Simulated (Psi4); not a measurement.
**How methods differ on CH3CdFS (SMILES C[S][Cd][F])**

CH3CdFS: 7 atoms, total charge 0, spin state singlet. As SMILES, `C[S][Cd][F]`. Geometry: optimised at PBE0/def2-TZVP.

Quantity: the dipole moment, in D. The values are calculated.

| level | kind | program | value (D) | CPU time |
| --- | --- | --- | --- | --- |
| PBE-D4/def2-TZVPP (density fitting, core potential) | GGA | Psi4 | 2.74 | 39 s |
| r2SCAN-D4/def2-TZVPP (density fitting, core potential) | meta-GGA | Psi4 | 2.76 | 75 s |
| B3LYP-D4/def2-TZVPP (density fitting, core potential) | global hybrid | Psi4 | 2.80 | 35 s |
| PBE0-D4/def2-TZVPP (density fitting, core potential) | global hybrid | Psi4 | 2.73 | 35 s |
| wB97M-V/def2-TZVPP (density fitting, core potential) | range-separated hybrid | Psi4 | 2.56 | 85 s |

The values span 2.56 to 2.80 D. Magnitudes only. Times are those of the runs behind each value, whatever else they computed, on shared processors of several kinds: orders of magnitude only.
